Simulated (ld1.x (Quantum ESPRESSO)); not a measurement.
Mn (Z = 25): TM pseudisation with PBE, scalar-relativistic reference atom.

manganese, norm-conserving Troullier–Martins (Kleinman–Bylander form), made with ld1.x (Quantum ESPRESSO) 7.5 (PBE, scalar-relativistic). Core [Ne] 3s2, reference 3p6 3d5 4s2 4p0. Waves: 4s (bound): rc 1.70 bohr; 3p (bound): rc 1.15 bohr; 3d (bound): rc 1.65 bohr. Local part: the d channel. Core correction: Bessel-smoothed model core, default radius (core density twice the valence density).

All-electron outer shells of the reference configuration (PBE, scalar-relativistic, ld1.x):

| shell | level (eV) | outermost node (bohr) | outermost maximum (bohr) |
| --- | --- | --- | --- |
| 2p | -630.19 | – | 0.19 |
| 3s | -85.88 | 0.34 | 0.74 |
| 3p | -54.59 | 0.31 | 0.75 |
| 3d | -6.77 | – | 0.76 |
| 4s | -5.11 | 1.05 | 2.51 |
| 4p | -1.37 | 1.16 | 3.43 |

Does the generator finish with these settings?

Yes, a potential is produced.

Estimate the cutoffs (Ry, on a coarse ladder) from which the occupation-weighted sum of valence levels, in a spherical-Bessel basis at the reference potential, stays within 10 and 1 mRy of its value at 400 Ry.

90 Ry and 140 Ry.

What does a ghost test show?

Ghost state, extra bound levels that the all-electron valence spectrum of the same l lacks: s at -111.9 eV. A true bound ghost makes a file unfit for plane-wave use.

Which valence shell sets the plane-wave cutoff?

3d: its level needs 90 Ry to come within 1 mRy, against 70 Ry for 3p.

Tests: 3p6 3d5 4s1 4p0; 3p6 3d5 4s0 4p0; 3p6 3d4 4s0 4p0; 3p6 3d6 4s1 4p0; 3p6 3d3 4s0 4p0; 3p6 3d6 4s0 4p0; 3p6 3d5 4s0 4p2. Which has the largest error in its energy relative to the reference configuration, and how large is it?

3p6 3d5 4s0 4p2, with -335 meV (all-electron minus pseudo) on +7.93 eV.
